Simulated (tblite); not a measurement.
HBN (SMILES B=[N]), doublet, geometry from GFN2-xTB; GFN1-xTB with ALPB(water) in tblite.

Here is a job for tblite.
```
$ tblite run mol.xyz --method gfn1 --charge 0 --spin 1 --alpb water --json tblite.json --no-restart

# file mol.xyz
3

B     -0.00000000    -0.00000000    -0.57858715
N      0.00000000     0.00000000     0.65947657
H     -0.00000000    -0.00000000    -1.72340024
```

Output, abridged:

```
xTB calculator
 | screened Coulomb repulsion
 | Coulomb electrostatics
 |  * isotropic Klopman-Ohno-Mataga-Nishimoto electrostatics
 |  * onsite third-order electrostatics
 | DFT-D3(BJ) dispersion correction
 | Interactions (3)
 | [1] alpb/gbsa reaction field model
 | [2] cds contribution to solvation
 | [3] empirical free energy shift and standard state/solvent correction

halogen bonding energy    0.0000000000000E+00 Eh
repulsion energy          9.2917639475455E-02 Eh
dispersion energy        -3.4895593546080E-04 Eh
interaction energy        1.8667512057317E-03 Eh
number of electrons       9.0000000000000E+00 e
integral cutoff           2.1261634374110E+01 bohr

------------------------------------------------------------
  cycle        total energy    energy error   density error
------------------------------------------------------------
      1     -4.795014753032  -4.8894502E+00   8.2626929E-01
      2     -4.953559941647  -1.5854519E-01   5.2686610E-01
      3     -4.993530662134  -3.9970720E-02   2.2440521E-01
      4     -4.994667228034  -1.1365659E-03   9.7716083E-02
      5     -4.995038062620  -3.7083459E-04   3.6504175E-02
      6     -4.995280656790  -2.4259417E-04   2.0386623E-03
      7     -4.995281509335  -8.5254522E-07   2.1496102E-04
      8     -4.995281517083  -7.7481301E-09   1.2555410E-05
------------------------------------------------------------

electronic energy        -5.0897169518286E+00 Eh
total energy             -4.9952815170829E+00 Eh

Post processing:
 | Mayer-Wiberg bond orders

[Info] JSON dump of results written to 'tblite.json'
```
